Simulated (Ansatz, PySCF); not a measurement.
Gas-phase reaction (SMILES): [SiH3]C1=CCCC1 + 6 C (CH4) → C=C (C2H4) [ethene] + 4 CC (C2H6) [ethane] + C[SiH3] [methylsilane]; bond separation energy.

Structures are relaxed separately at B3LYP-D3(BJ)/def2-TZVP in Ansatz (an electronic-structure program), one conformer each, not searched for the lowest. Cores are frozen in the correlated levels unless marked. Spin-orbit coupling is left out. Non-relativistic. CBS marks a two-point X^-3 extrapolation of the correlation energy; Hartree-Fock from the larger set. The bracket is a focal-point correction in the basis named. Thermal terms are rigid-rotor harmonic-oscillator values from B3LYP-D3(BJ) frequencies (Ansatz or PySCF) at 298.15 K and 1 atm. 1 Eh = 627.5095 kcal/mol.

```json
[
 {"species": "[SiH3]C1=CCCC1", "E, RI-MP2/CBS(cc-pV(T+d)Z,cc-pV(Q+d)Z)+[CCSD(T)-MP2]/cc-pV(T+d)Z (Ansatz) (Eh)": "-485.33948", "E, wB97M-V/def2-TZVPD (Ansatz) (Eh)": "-485.97083", "H - E (Eh)": "0.13973"},
 {"species": "C (CH4)", "E, RI-MP2/CBS(cc-pV(T+d)Z,cc-pV(Q+d)Z)+[CCSD(T)-MP2]/cc-pV(T+d)Z (Ansatz) (Eh)": "-40.46125", "E, wB97M-V/def2-TZVPD (Ansatz) (Eh)": "-40.49098", "H - E (Eh)": "0.04840"},
 {"species": "C=C (C2H4)", "E, RI-MP2/CBS(cc-pV(T+d)Z,cc-pV(Q+d)Z)+[CCSD(T)-MP2]/cc-pV(T+d)Z (Ansatz) (Eh)": "-78.47961", "E, wB97M-V/def2-TZVPD (Ansatz) (Eh)": "-78.56640", "H - E (Eh)": "0.05494"},
 {"species": "CC (C2H6)", "E, RI-MP2/CBS(cc-pV(T+d)Z,cc-pV(Q+d)Z)+[CCSD(T)-MP2]/cc-pV(T+d)Z (Ansatz) (Eh)": "-79.71807", "E, wB97M-V/def2-TZVPD (Ansatz) (Eh)": "-79.79204", "H - E (Eh)": "0.07887"},
 {"species": "C[SiH3]", "E, RI-MP2/CBS(cc-pV(T+d)Z,cc-pV(Q+d)Z)+[CCSD(T)-MP2]/cc-pV(T+d)Z (Ansatz) (Eh)": "-330.73641", "E, wB97M-V/def2-TZVPD (Ansatz) (Eh)": "-331.16515", "H - E (Eh)": "0.06602"}
]
```

**Question.** Work out ΔE and ΔH at 298.15 K at the first level, then ΔH at the second.

**Answer.** 
1. ΔE = [(-78.47961) + 4×(-79.71807) + (-330.73641)] - [(-485.33948) + 6×(-40.46125)] = 0.01868 Eh = 11.7 kcal/mol at RI-MP2/CBS(cc-pV(T+d)Z,cc-pV(Q+d)Z)+[CCSD(T)-MP2]/cc-pV(T+d)Z.
2. The terms H - E add up to 0.00631 Eh, so ΔH = (0.01868 + (0.00631))×627.5095 = 15.7 kcal/mol.
3. At wB97M-V/def2-TZVPD the same steps give ΔE = 10.7 and ΔH = 14.6 kcal/mol, a shift of -1.1 from the first level.
4. These values are not checked against measurement here, since the tables used lack a sound gas-phase enthalpy of formation for at least one species.
